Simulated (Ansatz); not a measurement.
# Worked example: BF3 + InHF → BF2 + InHF2

Species: BF3 (boron trifluoride) `FB(F)F`, singlet; InHF `[F][InH]`, doublet; BF2 `F[B]F`, doublet; InHF2 `[F][InH][F]`, singlet. A radical takes F: the energy is the difference in strength between the B–F bond broken and the In–F bond made.

Shapes, held fixed at every level: PBE0-D4/def2-TZVP. Programs: Ansatz 0.2.0. The zero-point and thermal change to 298 K, harmonic and unscaled (PBE0-D4/def2-TZVP), is -2.7 kJ/mol.

At CCSD(T)/def2-TZVPP; 1 Eh = 2625.50 kJ/mol:

```
species  energy (Eh)
    BF3  -324.202904
   InHF  -289.815136
    BF2  -224.306019
  InHF2  -389.616348
```

Q: Work out ΔH(298 K) of the reaction at this level.

A: 
1. Products less reactants: (-224.306019) + (-389.616348) − [(-324.202904) + (-289.815136)] = 0.095673 Eh = +251.2 kJ/mol.
2. With the thermal change: +251.2 + (-2.7) = +248.5 kJ/mol.

Other levels give +241.3 (r2SCAN-D4/def2-TZVPP) to +266.8 kJ/mol (HF/def2-SVP). No measured value is set beside it here. Open shells run unrestricted unless RO is named. For atoms past krypton def2 sets carry core potentials with scalar relativity. Correlated rows may include outer-core shells of In, which these sets cover unevenly.
